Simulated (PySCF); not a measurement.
Species: C6H8OS (charge +1 and doublet state).
Structure used (GFN2-xTB), in Å, numbered top down from 1:
```
atom  x, y, z in Å
O1     1.8343    2.0795    0.7101
S2     1.0863    0.9508    1.1888
C3     1.7004   -0.5367    0.3560
C4     0.8752   -1.2133   -0.4325
C5    -0.5377   -0.7948   -0.6214
C6    -1.1741   -0.4340    0.7393
C7    -0.6618    0.9820    0.5301
C8    -0.5661    0.7165   -0.9708
H9     2.7413   -0.7574    0.5197
H10    1.2557   -2.0532   -1.0043
H11   -1.0948   -1.4587   -1.2791
H12   -2.2631   -0.4757    0.7279
H13   -0.8148   -0.9873    1.6055
H14   -1.1931    1.8497    0.9135
H15   -1.4813    1.0277   -1.4746
H16    0.2858    1.1138   -1.5195
```

The hyperfine couplings belong to this conformer and change with its torsions.

The species is `O=[S@@]1[CH+][CH][C@H]2C[C@@H]1C2` [radical] (charge +1).

Method used: PySCF 2.14.0, UKS B3LYP, pcH-1 on C H O S, non-relativistic, mean-field spin-orbit, GIAO. Isolated species at its GFN2-xTB geometry, gas phase. Couplings are sensitive to structure, and on GFN2-xTB geometries they can be far from those on DFT ones, by a factor of two or more for some ions and for spin on atoms past the first row. No stability test was run, so a lower SCF solution isn't excluded.

Question: What is the g tensor, term by term?

Answer: 
```
                    Δg (ppt)      1      2      3
relativistic mass correction  -0.27  -0.27  -0.27
            gauge correction  -0.01   0.06   0.11
   orbital Zeeman/spin–orbit   0.03   8.49  15.42
                       total  -0.25   8.27  15.25
```

So g = 2.00207, 2.01059, 2.01757 and g_iso = 2.01008; the tensor is rhombic: the two nearest values differ by 45 % of g3 − g1. Axes: g3 points within 14° of the O1–S2 bond.

Question: What are the electron Larmor frequencies g μB B/h along the three axes at 330 mT?

Answer: 9.2471, 9.2864, 9.3187 GHz for g1, g2 and g3, a range of 71.6 MHz.

Question: What effective moment and Curie constant follow for a powder?

Answer: With the mean of g² = 4.0404 and S(S+1) = 0.75: μ_eff = √(⟨g²⟩S(S+1)) = 1.741 μB and χT = 0.12505·⟨g²⟩·S(S+1) = 0.379 cm³ K/mol (cgs; spin-Hamiltonian part alone).

Question: How much does each term add to the isotropic shift?

Answer: The orbital-Zeeman/spin–orbit term 7.98, the mass correction -0.27 and the gauge correction 0.05 ppt, for a total of 7.76 ppt. The orbital-Zeeman/spin–orbit term is the largest in size. The mass correction is the same along every axis, so the anisotropy comes from the other two: their spans along these axes are 0.12 (gauge) and 15.39 ppt (orbital Zeeman/spin–orbit).

Question: In a frozen sample, at which fields do the three g values resonate at 9.5, 34, 94 and 263 GHz (hyperfine left aside), and which band first spreads them over more than twice a line width of 0.5 mT?

Answer: 
```
band    GHz  B(g3) mT  B(g2) mT  B(g1) mT  spread mT
   X    9.5    336.42    337.59    339.03       2.60
   Q   34.0   1204.04   1208.21   1213.36       9.32
   W   94.0   3328.80   3340.35   3354.58      25.77
   J  263.0   9313.57   9345.88   9385.68      72.11
```

The spread grows in proportion to the frequency. X band is the first where it exceeds 1.0 mT.

Largest spin populations (Mulliken): O1 (+0.48), S2 (+0.29) and C7 (+0.08).

The HOMO–LUMO gaps are 6.43 eV among the α and 2.55 eV among the β orbitals.

The SMILES draws the unpaired electron on C4; the largest computed Mulliken spin population is on O1 (0.48 against 0.05).
